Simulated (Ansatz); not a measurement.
Two structures of GeNH7O, singlet, reached by relaxing down either side of one saddle point (PBE0-D4/def2-TZVP). Energies are electronic, without zero-point energy. Program: Ansatz 0.2.0. Basis: def2-TZVPP and def2-QZVPP. Cores are frozen in the correlated methods. Filled d shells of the heavier atoms are correlated. The def2 sets are not built for correlating such inner shells, so the correlated values are less sure here. Extrapolation: Hartree–Fock as exp(−7.88 √X), correlation as X^−2.97. First:

Ge1  (-0.882, 0.760, -0.690)
O2  (-0.614, 0.744, 1.088)
H3  (-1.372, -0.616, -1.151)
H4  (-1.999, 1.810, -0.918)
H5  (0.397, 1.212, -1.402)
H6  (0.975, -0.792, 1.044)
N7  (1.279, -1.216, 0.175)
H8  (-1.193, 1.370, 1.524)
H9  (1.135, -2.215, 0.249)
H10  (2.274, -1.057, 0.082)
(Å)

Second:

```xyz
10
angstrom
Ge -0.4202 -0.0151 -1.3169
O 0.2903 1.3258 1.9686
H -0.4307 -0.8612 -2.6087
H -1.8588 0.1837 -0.8247
H 0.2902 1.3172 -1.5696
H 0.3767 0.5033 1.4519
N 0.4961 -0.8512 0.0695
H -0.3457 1.1291 2.6581
H 0.1200 -1.7624 0.2993
H 1.4821 -0.9695 -0.1275
```

**Question.** Which bonds change from the first to the second?

**Answer.** GeH₄O ([OH][GeH3]) + NH₃ → GeNH₅ ([NH2][GeH3]) + H₂O; bonds formed: Ge1–N7, O2–H6; bonds broken: Ge1–O2, H6–N7.

**Question.** Give the saddle point's structure and its height above each. (An estimate is asked for; the value comes from the calculation.)

**Answer.** By the calculation: 131.1 kJ/mol above the first and 120.0 kJ/mol above the second (CCSD(T) at an estimated basis limit (MP2 extrapolated from triple and quadruple zeta, plus CCSD(T) − MP2 in triple zeta)).
Ge1  (-0.429, 0.337, -0.791)
O2  (0.046, 1.075, 1.190)
H3  (-0.512, -0.604, -2.060)
H4  (-1.911, 0.432, -0.383)
H5  (0.335, 1.558, -1.312)
H6  (0.550, -0.187, 1.089)
N7  (0.697, -0.957, 0.245)
H8  (-0.699, 1.283, 1.756)
H9  (0.281, -1.872, 0.367)
H10  (1.642, -1.065, -0.101)
(Å)

T1 diagnostic: at most 0.012.

Labels in which every atom is bracketed show which atoms are joined, not bond orders.

For scale, one of the runs: CCSD(T)/def2-TZVPP, 208 basis functions (an equivalent command: `ansatz run in.yaml --threads 4`). Time: 78 s of wall clock on 4 CPU threads; the host was shared. Peak host memory: 2.9 GiB.
